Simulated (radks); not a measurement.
The numbers below are computed, except where a source is named.
Valence configurations of Sm III (all share [Xe]). Code: a radial shooting solver on a logarithmic mesh with Libxc functionals. Model: Dirac Kohn-Sham, LDA (Slater exchange, Perdew-Wang correlation), spin-unpolarised, spherical densities, point nucleus; open shells are shared between the two j in proportion to 2j + 1. Energies are relative to 4f6; eigenvalues in eV.

valence,E (eV),e(4f5/2),e(4f7/2),e(5d3/2),e(5d5/2),e(6p1/2)
4f6,0.000,-16.295,-15.748,-,-,-
4f4 6s2,17.101,-34.488,-33.831,-,-,-
4f5 6s1,5.000,-24.678,-24.076,-,-,-
4f5 5d1,4.206,-22.070,-21.470,-15.542,-15.210,-
4f5 6p1,9.391,-25.805,-25.203,-,-,-12.691
4f5.5 6p0.5,3.807,-20.862,-20.287,-,-,-11.624
4f4 6s1 6p1,21.999,-35.584,-34.927,-,-,-14.047
4f4 5d2,13.093,-28.782,-28.130,-17.109,-16.722,-

NIST lists [Xe] 4f6 as the ground configuration; this level of theory agrees among the configurations tried. The energies are those of spherical spin-averaged densities, not of single terms.
